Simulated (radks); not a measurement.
Values are calculated unless marked as measured or tabulated.
Task: The table gives one normalised radial function P(r) = r R(r) of Tl in [Hg] 6p1 (r in bohr). Code: a radial shooting solver on a logarithmic mesh with Libxc functionals. Model: scalar-relativistic Kohn-Sham, PBE, spin-polarised, spherical densities, finite nucleus; open shells are filled with parallel spins first (spin-orbit coupling, left out, can overturn this in heavy ions); Fermi nuclear charge, rms radius 5.4759 fm; hard spherical wall at 4 bohr.

r	P
0.0008171	0.0020
0.001081	0.0031
0.001419	0.0048
0.001878	0.0077
0.002484	0.0121
0.003287	0.0191
0.004349	0.0298
0.005755	0.0461
0.007554	0.0695
0.009995	0.1036
0.01322	0.1496
0.0175	0.2060
0.02315	0.2650
0.03063	0.3069
0.04021	0.2999
0.0532	0.2044
0.07039	0.0007
0.09313	-0.2619
0.1232	-0.4327
0.163	-0.3209
0.214	0.0942
0.2832	0.5523
0.3747	0.5745
0.4957	-0.0034
0.6559	-0.7788
0.861	-1.1681
1.139	-1.0077
1.507	-0.5717
1.994	-0.2189
2.639	-0.0547
3.491	-0.0074

Which n and l does it have? It may be an empty orbital.

Result: n = 5, l = 1: the number of nodes gives n - l - 1 = 3, the rise at small r (about r^(l+1), flatter next to the nucleus through relativity) gives l, and the extent must fit the shell. The curve is that of 5p down; the table hardly tells the two spins apart. 5p down: eigenvalue -69.975 eV, 3 radial nodes at r = 0.0704, 0.203, 0.495 bohr, <r> = 1.01 bohr, 90 % of the charge inside 1.46 bohr.
